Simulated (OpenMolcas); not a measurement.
## OpenMolcas run: O+

Input:

```
&GATEWAY
Coord
1

O 0.0 0.0 0.0
Basis=ANO-RCC-VQZP
Group=XYZ
NoMove
AngMom=0.0 0.0 0.0
AMFI
&SEWARD
* reference wave functions (RASSCF and RASSI steps not shown): 5 electrons in 8 orbitals (2s 2p 3s 3p)
>>> COPY JOB001 $Project.JobIph
&CASPT2
Multistate=1 1
Frozen=0 0
IPEA=0.25
Imaginary=0.1
MaxIter=60
WThr=0.0 0.3 0.05
PrWF=0.5
NoMix
>>> COPY JOB002 $Project.JobIph
&CASPT2
Multistate=8 1 2 3 4 5 6 7 8
Frozen=0 0
IPEA=0.25
Imaginary=0.1
MaxIter=60
WThr=0.0 0.3 0.05
PrWF=0.5
NoMix
>>> COPY JOB003 $Project.JobIph
&CASPT2
Multistate=3 1 2 3
Frozen=0 0
IPEA=0.25
Imaginary=0.1
MaxIter=60
WThr=0.0 0.3 0.05
PrWF=0.5
NoMix
...
```

Output, cut to the results:

```
--- CASPT2 ---
Orbital specifications:
      -----------------------

      Symmetry species                           1   2
                                                ag  au
      Frozen orbitals                            0   0
      Inactive orbitals                          1   0
      Active orbitals                            2   6
      Secondary orbitals                        26  20
      Deleted orbitals                           0   0
      Number of basis functions                 29  26
Type of calculation                        SS-CASPT2
      Fock operator                              state-specific
      IPEA shift                                 0.25
      Real shift                                 0.00
      Imaginary shift                            0.10
      The input orbitals will be transformed to quasi-canonical
Reference energy:         -74.4623684804
      E2 (Non-variational):      -0.0937018341
      Shift correction:          -0.0000413442
      E2 (Variational):          -0.0937431783
      Total energy:             -74.5561116587
      Residual norm:              0.0000001957
      Reference weight:           0.98399
      Contributions to the CASPT2 correlation energy
      Active & Virtual Only:         -0.0816791980
      One Inactive Excited:          -0.0074485032
      Two Inactive Excited:          -0.0045741328
::    CASPT2 Root  1     Total energy:    -74.55611166
--- CASPT2 ---
Orbital specifications:
      -----------------------

      Symmetry species                           1   2
                                                ag  au
      Frozen orbitals                            0   0
      Inactive orbitals                          1   0
      Active orbitals                            2   6
      Secondary orbitals                        26  20
      Deleted orbitals                           0   0
      Number of basis functions                 29  26
Type of calculation                        MS-CASPT2
      Fock operator                              state-specific
      IPEA shift                                 0.25
      Real shift                                 0.00
      Imaginary shift                            0.10
      The input orbitals will be transformed to quasi-canonical
Reference energy:         -74.3243244511
      E2 (Non-variational):      -0.1063625065
      Shift correction:          -0.0000483758
      E2 (Variational):          -0.1064108823
      Total energy:             -74.4307353334
      Residual norm:              0.0000002427
      Reference weight:           0.98148
      Contributions to the CASPT2 correlation energy
      Active & Virtual Only:         -0.0944350599
      One Inactive Excited:          -0.0073602227
      Two Inactive Excited:          -0.0045672239
Reference energy:         -74.3243244511
      E2 (Non-variational):      -0.1062872645
      Shift correction:          -0.0000480955
      E2 (Variational):          -0.1063353600
      Total energy:             -74.4306598111
      Residual norm:              0.0000002426
      Reference weight:           0.98153
      Contributions to the CASPT2 correlation energy
      Active & Virtual Only:         -0.0943600109
      One Inactive Excited:          -0.0073600298
      Two Inactive Excited:          -0.0045672238
::    CASPT2 Root  1     Total energy:    -74.43073533
::    CASPT2 Root  2     Total energy:    -74.43065981
::    CASPT2 Root  3     Total energy:    -74.43088914
::    CASPT2 Root  4     Total energy:    -74.43088276
::    CASPT2 Root  5     Total energy:    -74.43083280
::    CASPT2 Root  6     Total energy:    -74.36994614
::    CASPT2 Root  7     Total energy:    -74.36992555
::    CASPT2 Root  8     Total energy:    -74.36993391
::    MS-CASPT2 Root  1     Total energy:    -74.43159031
::    MS-CASPT2 Root  2     Total energy:    -74.43137229
::    MS-CASPT2 Root  3     Total energy:    -74.43090339
::    MS-CASPT2 Root  4     Total energy:    -74.43022852
::    MS-CASPT2 Root  5     Total energy:    -74.42990533
::    MS-CASPT2 Root  6     Total energy:    -74.36994614
::    MS-CASPT2 Root  7     Total energy:    -74.36993391
::    MS-CASPT2 Root  8     Total energy:    -74.36992555
--- CASPT2 ---
Orbital specifications:
      -----------------------

      Symmetry species                           1   2
                                                ag  au
      Frozen orbitals                            0   0
      Inactive orbitals                          1   0
      Active orbitals                            2   6
      Secondary orbitals                        26  20
      Deleted orbitals                           0   0
      Number of basis functions                 29  26
Type of calculation                        MS-CASPT2
      Fock operator                              state-specific
      IPEA shift                                 0.25
      Real shift                                 0.00
      Imaginary shift                            0.10
      The input orbitals will be transformed to quasi-canonical
Reference energy:         -73.9125542824
      E2 (Non-variational):      -0.0955197919
      Shift correction:          -0.0001068372
      E2 (Variational):          -0.0956266291
      Total energy:             -74.0081809114
      Residual norm:              0.0000005501
      Reference weight:           0.97901
      Contributions to the CASPT2 correlation energy
      Active & Virtual Only:         -0.0822137272
      One Inactive Excited:          -0.0082771131
      Two Inactive Excited:          -0.0050289517
Reference energy:         -73.9125542824
      E2 (Non-variational):      -0.0955087600
      Shift correction:          -0.0001066943
      E2 (Variational):          -0.0956154543
      Total energy:             -74.0081697367
      Residual norm:              0.0000005499
      Reference weight:           0.97902
      Contributions to the CASPT2 correlation energy
...
```

Levels above the lowest, from the spin-orbit matrix with the single-state CASPT2 energies, averaged by term, on its diagonal:

```json
{"Configuration": "2s2 2p3", "Term": "4S*", "J": "3/2", "E (cm-1)": "0.0", "Measured (cm-1)": "0.0", "g": "2.002", "Term weight %": "100"}
{"Configuration": "2s2 2p3", "Term": "2D*", "J": "3/2", "E (cm-1)": "27500", "Measured (cm-1)": "26831", "g": "0.800", "Term weight %": "100"}
{"Configuration": "2s2 2p3", "Term": "2D*", "J": "5/2", "E (cm-1)": "27510", "Measured (cm-1)": "26811", "g": "1.200", "Term weight %": "100"}
{"Configuration": "2s2 2p3", "Term": "2P*", "J": "1/2", "E (cm-1)": "40860", "Measured (cm-1)": "40470", "g": "0.666", "Term weight %": "100"}
{"Configuration": "2s2 2p3", "Term": "2P*", "J": "3/2", "E (cm-1)": "40870", "Measured (cm-1)": "40468", "g": "1.334", "Term weight %": "100"}
{"Configuration": "2s 2p4", "Term": "4P", "J": "5/2", "E (cm-1)": "120180", "Measured (cm-1)": "119837", "g": "1.601", "Term weight %": "100"}
{"Configuration": "2s 2p4", "Term": "4P", "J": "3/2", "E (cm-1)": "120310", "Measured (cm-1)": "120000", "g": "1.735", "Term weight %": "100"}
{"Configuration": "2s 2p4", "Term": "4P", "J": "1/2", "E (cm-1)": "120390", "Measured (cm-1)": "120083", "g": "2.671", "Term weight %": "100"}
{"Configuration": "2s 2p4", "Term": "2D", "J": "3/2", "E (cm-1)": "167330", "Measured (cm-1)": "165996", "g": "0.800", "Term weight %": "100"}
{"Configuration": "2s 2p4", "Term": "2D", "J": "5/2", "E (cm-1)": "167340", "Measured (cm-1)": "165988", "g": "1.200", "Term weight %": "100"}
```

Against the 9 measured excited levels shown (NIST Handbook of Basic Atomic Spectroscopic Data) the mean absolute deviation is 640 cm-1; the largest miss in energy is 2s 2p4 2D 5/2: computed 167340, measured 165988 cm-1 (+0.8 %), and the largest in proportion 2s2 2p3 2D* 5/2 (+2.6 %).

Term energies are means over components that CASPT2 splits; among the terms shown or strongly mixed into the levels shown the widest spread is 67 cm-1 (2s 2p4 2D). The run also gave levels led by 2s2 2p2 3s, which use shells meant for correlation; these and all levels above them are left out. Measured partners are found by configuration, term and J. A level has none where our copy of the source lacks it or the pairing is in doubt (some pairs that miss far off the trend of their configuration count as doubtful), and it then counts in no deviation. Levels of configurations outside the active space are missing. The first state left out of the spin-orbit step lies near 220000 cm-1 above the lowest spin-free state of the reference (among the parities and spins computed), and the list stops at four fifths of that energy or lower.

The term weight is that of the spin-free term in the level, not the purity of its configuration. * marks odd parity.
